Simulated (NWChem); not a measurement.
System: ZnH2O2; SMILES [OH][Zn][OH]

Input file for NWChem:

```
start job
memory heap 200 mb stack 900 mb global 1100 mb
geometry units angstroms noautoz
  Zn     0.000002     0.000001     0.090657
  O     -1.755055     0.191316     0.012992
  H     -2.247466    -0.433437     0.554364
  O      1.755057    -0.191314     0.012992
  H      2.247462     0.433435     0.554363
end
basis spherical
  Zn library 3-21g
  O library 3-21g
  H library 3-21g
end
dft
  xc hfexch
  iterations 150
  vectors input atomic output neutral.movecs
end
task dft energy
charge 1
dft
  odft
  mult 2
  vectors input atomic output cation.movecs
end
task dft energy
```

All runs use the structure optimised with PBE0/def2-SVP.

Ions are spin-unrestricted doublets at the neutral geometry; other ion states weren't tried.

Problem. What results follow from this input? (Hartree-Fock/3-21G, vertical spin-unrestricted ions.) Quantities: basis functions; −ε(HOMO) (eV).

Solution. The number of basis functions comes out as 49 and the −ε(HOMO) (eV) is 11.68.
